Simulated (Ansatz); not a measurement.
Compare A (`CC1B[SiH2]1`) with its isomer B (`B/C=C/[SiH3]`).

Program: Ansatz. Geometries: PBE0-D4/def2-TZVP. ΔE: electronic, gas phase. CCSD(T)/CBS is the MP2 limit (def2-TZVPP, def2-QZVPP) plus CCSD(T) − MP2 in def2-TZVPP, frozen cores. DFT in def2-TZVPP. B3LYP here is the variant with VWN-RPA as its local correlation; programs differ in this.

(1) Which isomer does CCSD(T)/CBS put lower? Give the gap. (Best estimate.)

(2) Give E(B) − E(A) in kcal/mol with BLYP-D4, B3LYP, CCSD(T)/def2-SVP, r2SCAN-D4, PBE-D4, MP2/def2-TZVPP, B3LYP-D4. (Estimate.)

(3) Does the order hold for the free energy at 298.15 K (harmonic terms from PBE0-D4)? (Best estimate.)

Largest T1 diagnostic: 0.013.

## Answers

(1) Ansatz gave: B, by 14.9 kcal/mol.

(2) Computed: BLYP-D4 -16.3, B3LYP -17.0, CCSD(T)/def2-SVP -14.8, r2SCAN-D4 -10.9, PBE-D4 -7.6, MP2/def2-TZVPP -13.6, B3LYP-D4 -16.9. None reverses the order clearly.

(3) Ansatz gave: Yes: G(B) − G(A) = -18.3 kcal/mol.

From r2SCAN to r2SCAN0 (25 % exact exchange), in def2-TZVPP and without D4, E(B) − E(A) moves by −0.8 kcal/mol. Leaving LDA and LC-ωPBE aside and taking each functional with its dispersion term where it has one, the values, not all of them listed here, spread over 12.4 kcal/mol, from BHLYP-D4 to PBE-D4. LDA lies +6.0 kcal/mol from PBE without D4.
